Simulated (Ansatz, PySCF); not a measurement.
W(O)(S)(Br)(SH) (BrHOS2W), SMILES [W]([SH])([Br])(=[S])=[O], multiplicity 1. Atoms are numbered in the order given.

```xyz
6

W      0.1659    -0.3524    -0.0559
O      1.1883    -0.9100    -1.3010
S      1.1136    -0.6410     1.8406
Br    -0.3423     2.0009    -0.4100
S     -1.7319    -1.7184     0.0073
H     -1.8030    -1.8547    -1.3425
```
Charge 0, spin multiplicity 1.

Geometry: B3LYP-D3(BJ)/def2-SVP. The multiplicity is an assumed one; other spin states were not compared. The def2 effective core potentials stand for the cores of W; spin–orbit coupling is left out. One conformer was computed; it need not be the lowest.

Two levels are set side by side: PBE-D3(BJ)/def2-SVP (Ansatz, a program for electronic structure) and B3LYP-D3(BJ)/def2-SVP (Ansatz). Each level has its own optimised geometry; the coordinates shown are those of the second. Frequencies come from the Hessian of PySCF at each geometry. Differences are taken from unrounded values.

```json
[
 {"quantity": "mean bond length (Å)", "B3LYP-D3(BJ)": "1.995", "PBE-D3(BJ)": "2.000", "PBE-D3(BJ) minus B3LYP-D3(BJ)": "0.005"},
 {"quantity": "bond W1–O2 (Å)", "B3LYP-D3(BJ)": "1.705", "PBE-D3(BJ)": "1.716", "PBE-D3(BJ) minus B3LYP-D3(BJ)": "0.011"},
 {"quantity": "bond W1–S3 (Å)", "B3LYP-D3(BJ)": "2.140", "PBE-D3(BJ)": "2.148", "PBE-D3(BJ) minus B3LYP-D3(BJ)": "0.009"},
 {"quantity": "bond W1–Br4 (Å)", "B3LYP-D3(BJ)": "2.433", "PBE-D3(BJ)": "2.429", "PBE-D3(BJ) minus B3LYP-D3(BJ)": "-0.005"},
 {"quantity": "bond W1–S5 (Å)", "B3LYP-D3(BJ)": "2.339", "PBE-D3(BJ)": "2.336", "PBE-D3(BJ) minus B3LYP-D3(BJ)": "-0.003"},
 {"quantity": "bond S5–H6 (Å)", "B3LYP-D3(BJ)": "1.359", "PBE-D3(BJ)": "1.369", "PBE-D3(BJ) minus B3LYP-D3(BJ)": "0.010"},
 {"quantity": "highest harmonic wavenumber (cm⁻¹)", "B3LYP-D3(BJ)": "2637", "PBE-D3(BJ)": "2578", "PBE-D3(BJ) minus B3LYP-D3(BJ)": "-59"},
 {"quantity": "mean harmonic wavenumber (cm⁻¹)", "B3LYP-D3(BJ)": "552", "PBE-D3(BJ)": "537", "PBE-D3(BJ) minus B3LYP-D3(BJ)": "-15"},
 {"quantity": "zero-point energy (kcal/mol)", "B3LYP-D3(BJ)": "9.47", "PBE-D3(BJ)": "9.21", "PBE-D3(BJ) minus B3LYP-D3(BJ)": "-0.26"}
]
```
